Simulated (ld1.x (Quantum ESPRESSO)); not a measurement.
# What the settings do to the TM semilocal potential of Ce (Z = 58)

Base potential:

```json
{"Element": "Ce", "Generator": "ld1.x (Quantum ESPRESSO) 7.5", "Type": "norm-conserving Troullier–Martins (semilocal form)", "Functional": "PBE", "Relativity": "scalar-relativistic", "Frozen core": "[Kr] 4d10", "Valence charge": "12", "Reference configuration": "4f0 5s2 5p6 5d2 6s2 6p0", "Partial waves": "5p (bound): rc 2.80 bohr; 5d (bound): rc 3.60 bohr; 4f (bound, empty): rc 1.20 bohr; 5s (bound): rc 1.40 bohr", "Local potential": "the s channel", "Core correction": "none"}
```

Occupied shells without a wave of their own: 6s. They enter only through the test configuration that unscreens the potential.

All-electron outer shells of the reference configuration (PBE, scalar-relativistic, ld1.x):

```csv
shell,level (eV),outermost node (bohr),outermost maximum (bohr)
4p,-219.17,0.33,0.62
4d,-118.11,0.31,0.65
5s,-43.89,0.75,1.35
5p,-25.79,0.80,1.51
4f,-11.41,–,0.69
5d,-4.07,0.91,2.04
6s,-3.99,1.77,3.59
6p,-1.39,2.08,4.66
```

Cutoffs, loose and tight: the cutoffs (Ry, on a coarse ladder) from which the occupation-weighted sum of valence levels, in a spherical-Bessel basis at the reference potential, stays within 10 and 1 mRy of its value at 400 Ry. They do not see the model core or the augmentation charge, which bear on the density cutoff. Test errors are all-electron minus pseudo excitation energies from the reference, over the configurations 4f1 5s2 5p6 5d1 6s2 6p0; 4f1 5s2 5p6 5d1 6s1 6p0; 4f1 5s2 5p6 5d1 6s0 6p0; 4f1 5s2 5p6 5d2 6s0 6p0; 4f1 5s2 5p6 5d0 6s2 6p0; 4f1 5s2 5p5 5d1 6s2 6p0; 4f0 5s2 5p6 5d0 6s0 6p0. A dash means not determined; rows that change the core or the reference have their own tests.

For the base: The cutoffs count occupied waves only; the empty 4f level needs 200 Ry at the loose tolerance.

A semilocal file is local in each channel, so a ghost entry of none says nothing of the separable form that plane-wave codes build from it.

| change | outcome | cutoff, loose | cutoff, tight | bound ghosts | largest test error (meV) |
| --- | --- | --- | --- | --- | --- |
| base | generated | 50 Ry | 90 Ry | none | +709 |
| wave 5d (bound): rc 3.60 bohr becomes 5d (bound): rc 2.42 bohr | generated | 50 Ry | 90 Ry | none | +722 |
| wave 5d (bound): rc 3.60 bohr becomes 5d (bound): rc 3.02 bohr | generated | 50 Ry | 90 Ry | none | +724 |
| wave 5d (bound): rc 3.60 bohr becomes 5d (bound): rc 3.48 bohr | generated | 50 Ry | 90 Ry | none | +716 |
| wave 5d (bound): rc 3.60 bohr becomes 5d (bound): rc 3.98 bohr | generated | 50 Ry | 90 Ry | none | +692 |
| wave 5d (bound): rc 3.60 bohr becomes 5d (bound): rc 4.42 bohr | generated | 50 Ry | 90 Ry | none | +681 |
| wave 5d (bound): rc 3.60 bohr becomes 5d (bound): rc 4.92 bohr | generated | 50 Ry | 90 Ry | none | +677 |
| wave 5d (bound): rc 3.60 bohr becomes 5d (bound): rc 5.32 bohr | generated | 50 Ry | 90 Ry | none | +782 |

Reading the sweep of the d radius (base included, trends over the rows without a ghost): The loose cutoff stays near 50 Ry. The median size of the test errors (rows with all tests solved) falls from 662.3 meV at 2.42 to 372.2 meV at 5.32 bohr. This runs against the usual rule that a larger radius transfers worse; these runs do not show why.
